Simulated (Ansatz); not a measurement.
Consider the cleavage of the B–Ga bond: `[CH3][GaH][BH]N` + `OCF` → `NBOCF` + `[CH3][GaH2]`.

Isolated molecules relaxed with PBE0-D4/def2-TZVP in Ansatz; ΔE leaves out vibrations. CCSD(T)/CBS is the MP2 limit (def2-TZVPP, def2-QZVPP) plus CCSD(T) − MP2 in def2-TZVPP, frozen cores. DFT in def2-TZVPP. B3LYP here is the variant with VWN-RPA as its local correlation; programs differ in this. For Ga outer-core shells are correlated without core-valence functions, which leaves a few kJ/mol of doubt a bond. Scalar relativity is left out up to krypton. Each species was taken in one conformer, which may not be the lowest.

Problem. Is it downhill or uphill in electronic energy at CCSD(T)/CBS, and by how much? (Estimate.)

Solution. Computed: Downhill: ΔE = -130.4 kJ/mol.

Problem. What do these levels give: PBE-D4, r2SCAN-D4, PBE0-D4, B3LYP-D4, ωB97X-V, PBE, r2SCAN, HF/def2-TZVPP, MP2/def2-TZVPP, SCS-MP2/def2-TZVPP, MP2/CBS(def2), CCSD/CBS(def2)? (Estimate.)

Solution. Computed: PBE-D4 -122.1, r2SCAN-D4 -136.3, PBE0-D4 -128.7, B3LYP-D4 -136.5, ωB97X-V -137.3, PBE -122.5, r2SCAN -136.3, HF/def2-TZVPP -158.7, MP2/def2-TZVPP -136.6, SCS-MP2/def2-TZVPP -138.5, MP2/CBS(def2) -133.4, CCSD/CBS(def2) -132.9 kJ/mol.

Largest T1 diagnostic among the species: 0.013.

From PBE to PBE0 (25 % exact exchange), in def2-TZVPP and without D4, ΔE moves by −6.7 kJ/mol. In def2-TZVPP, CCSD(T) changes the Hartree–Fock value by +25.1 kJ/mol (the triples alone add +2.5 kJ/mol) and MP2 by +22.1 kJ/mol.
